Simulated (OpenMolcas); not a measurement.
V: the spin-orbit constant, thermal populations, worked from levels

* Program: OpenMolcas 26.06
* Basis: ANO-RCC-VDZP [5s4p2d1f]
* Scalar Hamiltonian: DKH2, point nucleus
* Active space: 3 electrons in 5 orbitals (3d)
* State averaging: 2S+1 = 4 even, 10 roots; 2S+1 = 2 even, 40 roots
* Spin-orbit coupling: RASSI with atomic mean-field integrals over the reference wave functions, term energies averaged over their components

Methods: CASSCF; MS-CASPT2, IPEA 0.25 Eh, imaginary shift 0.1 Eh (closed shells correlated: 3s 3p 4s). Measured levels: NIST Handbook of Basic Atomic Spectroscopic Data.

**The spin-orbit constant.** For the Hund term ⁴F of d3, E(J) = (A/2) J(J+1) + constant and ζ = 2S·A = 3A. From J = 3/2 to J = 9/2 the energy changes by 10.5 A.

```json
{"Source": "CASSCF", "E(9/2) - E(3/2)": "611.6", "A": "58.2", "ζ": "175"}
{"Source": "MS-CASPT2", "E(9/2) - E(3/2)": "612.3", "A": "58.3", "ζ": "175"}
{"Source": "measured", "E(9/2) - E(3/2)": "553.0", "A": "52.7", "ζ": "158"}
```

All in cm-1. MS-CASPT2 is off by +10.7 % and CASSCF by +10.6 %. Both methods take the spin-orbit matrix elements from the reference wave functions, so the second can move ζ only through the term energies and any multistate remixing. Second-order mixing with other terms is absorbed into this ζ.

**Thermal populations.** Z = Σ (2J + 1) exp(-E/kT) with k = 0.695035 cm-1/K, over the levels below. No other level of either list lies under 2060 cm-1, which is above 7 kT at each temperature.

| Level | 2J + 1 | MS-CASPT2 | measured |
| --- | --- | --- | --- |
| 3d³ 4s² ⁴F_3/2 | 4 | 0.0 | 0.0 |
| 3d³ 4s² ⁴F_5/2 | 6 | 150 | 137 |
| 3d³ 4s² ⁴F_7/2 | 8 | 355 | 323 |
| 3d³ 4s² ⁴F_9/2 | 10 | 612 | 553 |

```csv
T (K),"Z, MS-CASPT2","Z, measured levels","Ground level (%), MS-CASPT2","Ground level (%), measured levels"
300,8.911,9.515,44.9,42.0
```

At 300 K, kT = 209 cm-1, and the computed levels give Z = 4.000 + 2.922 + 1.458 + 0.531 = 8.911.

CASPT2 breaks the degeneracy within a term, and the mean is taken; among the terms shown or strongly mixed into the levels shown the widest spread is 1300 cm-1 (3d³ 4s² ⁴F, MS-CASPT2). With the s shell closed, the reference lacks s² → p², s² → d² and s → d mixing, so excited terms can stand far too high and out of order, with CASPT2 too. Without dynamic correlation excited terms often stand tens of per cent too high (terms of higher spin than the ground term too low), and those without a measured partner can miss by more than the paired ones (holds for CASSCF). Some terms miss by over 15 % even with CASPT2, which points to a basis or an active space too small for the shells correlated (holds for MS-CASPT2). Computed and measured levels are paired by configuration, term and J; levels that our copy of the source lacks, or whose pairing is in doubt (as where it misses far off the trend of its configuration), stay unpaired and out of the deviations. Only configurations of the active space appear.
